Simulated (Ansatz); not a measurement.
`[SiH3][SiH2]OBCl` + H₂Se → `ClB[SeH]` + `O[SiH2][SiH3]`  (ligand exchange at a B–O bond)

Gas-phase electronic energies from Ansatz, PBE0-D4/def2-TZVP geometries. CCSD(T)/CBS is the MP2 limit (def2-TZVPP, def2-QZVPP) plus CCSD(T) − MP2 in def2-TZVPP, frozen cores. DFT in def2-TZVPP. For Se outer-core shells are correlated without core-valence functions, which leaves a few kJ/mol of doubt a bond. Scalar relativity is left out up to krypton. Each species was taken in one conformer, which may not be the lowest.

```
           species  B2PLYP energy (Eh)
`[SiH3][SiH2]OBCl`         -1142.61077
              H₂Se         -2402.36791
        `ClB[SeH]`         -2887.34833
   `O[SiH2][SiH3]`          -657.60422
```

(1) Work out ΔE.

Largest T1 diagnostic among the species: 0.013.

Answers

(1) ΔE = (-2887.34833) + (-657.60422) − (-1142.61077) − (-2402.36791) = 0.02613 Eh = +68.6 kJ/mol. CCSD(T)/CBS gives +64.3 kJ/mol.

From PBE to PBE0 (25 % exact exchange), in def2-TZVPP and without D4, ΔE moves by +4.5 kJ/mol. In def2-TZVPP, CCSD(T) changes the Hartree–Fock value by −16.7 kJ/mol (the triples alone add −2.7 kJ/mol) and MP2 by −22.0 kJ/mol.
